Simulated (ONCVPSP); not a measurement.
**Before and after: ONCV potential for Br**

* Element: bromine (Br)
* Generator: ONCVPSP 4.0.1
* Type: optimised norm-conserving Vanderbilt (ONCV)
* Functional: revPBE
* Relativity: scalar-relativistic
* Frozen core: [Ar] 3d10
* Valence charge: 7
* Reference configuration: 4s2 4p4 (charge +1)
* Partial waves: 4s: rc 1.30 bohr, ncon 5, nbas 9, qcut 5 1/bohr, 3 projectors, debl 0.4 Ha; 4p: rc 1.30 bohr, ncon 4, nbas 9, qcut 5.1 1/bohr, 1 projector; d scattering state at 0.13 Ha: rc 1.25 bohr, ncon 4, nbas 8, qcut 8.9 1/bohr, 2 projectors, debl 3.4 Ha
* Local potential: polynomial inside 0.95 bohr (lpopt 5, dvloc0 -1 Ha)
* Core correction: Teter function, fcfact 4, rcfact 1.2

In the s channel the program set the typed energies aside and used -1.115, 0.250, 0.650 Ha.

Change: core correction Teter function, fcfact 4, rcfact 1.06.

Cutoffs: the cutoffs (Ha) at which the residual kinetic energy of the hardest occupied pseudo-wave falls to 1 and 0.1 mHa per electron; they do not see the model core or the augmentation charge, which bear on the density cutoff. Errors are all-electron minus pseudo energies relative to the spin-unpolarised reference configuration.

Problem. What does the change do?

Solution. The potential gets neither clearly harder nor softer (68 Ha and 130 Ha → 68 Ha and 130 Ha); both files keep a bound ghost (d, s); of the 4 tests that both files solve, the error grows in 2 and shrinks in 2 by more than 15 % and 0.3 meV (median size 3.4 → 3.6 meV). A model core, the more so a compact one, raises the density cutoff, which this test does not measure.

| quantity | base | changed |
| --- | --- | --- |
| cutoff, loose | 68 Ha | 68 Ha |
| cutoff, tight | 130 Ha | 130 Ha |
| bound ghosts | s, d | s, d |
| GHOST(+) flags under 300 eV | p at 43.4 eV | p at 43.4 eV |
| error for 4s2 4p5, meV [ΔE -12.52 eV] | +5.0 | +3.7 |
| error for 4s2 4p3, meV [ΔE 22.72 eV] | -1.4 | -3.5 |
| error for 4s2 4p2, meV [ΔE 56.65 eV] | -9.6 | -19 |
| error for 4s1 4p5, meV [ΔE 12.99 eV] | -1.8 | +0.2 |
| s: phases at 1.32 bohr within 0.05 rad from the reference energy up to (Ha; the scan ends near 5) | to the end of the scan | to the end of the scan |
| p: phases at 1.32 bohr within 0.05 rad from the reference energy up to (Ha; the scan ends near 5) | 0.2 | 0.2 |
| d: phases at 1.27 bohr within 0.05 rad from the reference energy up to (Ha; the scan ends near 5) | to the end of the scan | to the end of the scan |
| rms error of d²Exc/dni dnj with the model core, mHa | 0.53 | 1.76 |

 A true bound ghost makes a file unfit for plane-wave use even where its test errors are small: the radial tests pick states by their node count and pass the ghost by.
